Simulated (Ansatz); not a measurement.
(ZnTe)6 ring (Zn6Te6) was relaxed with PBE-D4 (def2-SVP) in Ansatz in these states: charge +1 doublet, charge -1 doublet, neutral singlet. The geometries follow in no particular order.

In the def2 sets Te takes a core potential; there is no spin–orbit coupling.

A:

Cartesian coordinates in Å:
```
Zn 1.031 1.747 0.410
Te 2.413 1.412 -1.770
Zn 1.353 -0.915 -1.283
Te -1.410 2.975 -0.311
Zn -0.388 1.063 -1.751
Te -0.909 -1.189 -2.948
Zn -1.354 0.914 1.279
Te -2.413 -1.412 1.770
Zn -1.030 -1.751 -0.409
Te 1.411 -2.972 0.311
Zn 0.388 -1.061 1.752
Te 0.907 1.190 2.950
```

B:

Cartesian coordinates in Å:
```
Zn -0.806 -0.234 1.731
Te -1.372 1.363 -0.456
Zn -1.092 -1.366 -0.800
Te -2.147 -2.975 -2.438
Zn -0.418 -1.636 -3.666
Te 1.394 0.021 -4.178
Zn 0.811 0.229 -1.729
Te 1.374 -1.368 0.458
Zn 1.094 1.364 0.801
Te 2.146 2.977 2.436
Zn 0.415 1.641 3.664
Te -1.397 -0.016 4.178
```

C:

Cartesian coordinates in Å:
```
Zn 1.552 2.445 -0.753
Te 3.260 1.699 0.891
Zn 2.913 -0.293 -0.555
Te 2.481 -2.301 -1.957
Zn 1.388 -2.742 0.232
Te 0.225 -3.067 2.407
Zn -1.533 -2.426 0.768
Te -3.223 -1.733 -0.917
Zn -2.922 0.269 0.524
Te -2.530 2.272 1.946
Zn -1.399 2.758 -0.215
Te -0.213 3.118 -2.371
```

**Question.** Judge from the bond lengths which geometry belongs to which state (an estimate).

**Answer.** A is the charge -1 doublet (Zn3–Te4 4.870 Å, Te6–Zn7 4.742 Å, Zn9–Te10 2.823 Å); B is the charge +1 doublet (Zn3–Te4 2.527 Å, Te6–Zn7 2.527 Å, Zn9–Te10 2.527 Å); C is the neutral singlet (Zn3–Te4 2.488 Å, Te6–Zn7 2.488 Å, Zn9–Te10 2.487 Å).
